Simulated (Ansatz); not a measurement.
Calculated with Ansatz (gas phase, PBE0-D4/def2-TZVP geometries, no zero-point term in ΔE). CCSD(T)/CBS is the MP2 limit (def2-TZVPP, def2-QZVPP) plus CCSD(T) − MP2 in def2-TZVPP, frozen cores. This one scheme is used for every species. DFT in def2-TZVPP. B3LYP here is the variant with VWN-RPA as its local correlation; programs differ in this. Each species was taken in one conformer, which may not be the lowest.

Consider the formal exchange of groups at the Si–F bond: `O[SiH](F)S` + `O[SiH3]` → `O[SiH2][SiH](O)S` + H–F.

```json
{"level": "PBE0-D4", "ΔE (kJ/mol)": "142.5", "difference from CCSD(T)/CBS": "-16.5"}
{"level": "B3LYP-D4", "ΔE (kJ/mol)": "157.9", "difference from CCSD(T)/CBS": "-1.1"}
{"level": "B2PLYP", "ΔE (kJ/mol)": "170.2", "difference from CCSD(T)/CBS": "11.2"}
{"level": "r2SCAN", "ΔE (kJ/mol)": "162.6", "difference from CCSD(T)/CBS": "3.6"}
{"level": "PBE0", "ΔE (kJ/mol)": "149.4", "difference from CCSD(T)/CBS": "-9.6"}
{"level": "B3LYP", "ΔE (kJ/mol)": "169.9", "difference from CCSD(T)/CBS": "10.9"}
{"level": "HF/def2-QZVPP", "ΔE (kJ/mol)": "197.5", "difference from CCSD(T)/CBS": "38.5"}
{"level": "MP2/def2-QZVPP", "ΔE (kJ/mol)": "164.7", "difference from CCSD(T)/CBS": "5.7"}
{"level": "SCS-MP2/def2-QZVPP", "ΔE (kJ/mol)": "171.0", "difference from CCSD(T)/CBS": "12.0"}
{"level": "CCSD/CBS(def2)", "ΔE (kJ/mol)": "163.9", "difference from CCSD(T)/CBS": "4.9"}
{"level": "CCSD(T)/CBS", "ΔE (kJ/mol)": "159.0", "difference from CCSD(T)/CBS": "0"}
```

Largest T1 diagnostic among the species: 0.012.

From PBE to PBE0 (25 % exact exchange), in def2-TZVPP and without D4, ΔE moves by +7.0 kJ/mol. The D4 term adds −11.9 kJ/mol with B3LYP and −7.0 kJ/mol with PBE0; it sums over pairs of atoms, weighted by their polarisabilities, and B3LYP, whose exchange is more repulsive, gets the larger term. In def2-TZVPP, CCSD(T) changes the Hartree–Fock value by −33.4 kJ/mol (the triples alone add −4.9 kJ/mol) and MP2 by −29.7 kJ/mol.
